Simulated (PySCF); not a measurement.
Ga(OH)(PH2)2 (GaH5OP2), SMILES [OH][Ga]([PH2])[PH2]. Atoms are numbered in the order given.

```xyz
9

Ga     0.2256    -0.0912    -0.0710
O      1.8529    -0.5871    -0.6580
H      2.4417    -0.9759     0.0013
P     -0.3030    -0.2742     2.2095
H      0.2505    -1.5890     2.3195
H     -1.6241    -0.7468     1.9359
P     -1.0248     0.9748    -1.7280
H     -2.2505     0.3597    -1.3224
H     -0.7160    -0.0332    -2.6929
```

Geometry: B3LYP-D3(BJ)/def2-SVP. The structure was generated by enumeration; whether it is a known compound was not checked. Other conformers were not sampled.

Method: PBE/def2-TZVP (PySCF).

Isolated molecule, no solvent.

```
Quantity                                                                                                        Result
---------------------------------------------------------------------------------------------  -----------------------
total energy                                                                                       -2685.20764 hartree
highest occupied level                                                                                        -6.06 eV
lowest empty level                                                                                            -1.87 eV
orbital gap                                                                                                    4.18 eV
dipole moment                                                                                                   1.62 D
quadrupole, principal values (traceless, Buckingham form, about the centre of nuclear charge)    -7.22, 1.05, 6.17 D·Å
mean static polarisability                                                                       93.5 bohr³ (13.86 Å³)
polarisability, principal values                                                               66.1, 86.4, 128.1 bohr³
```
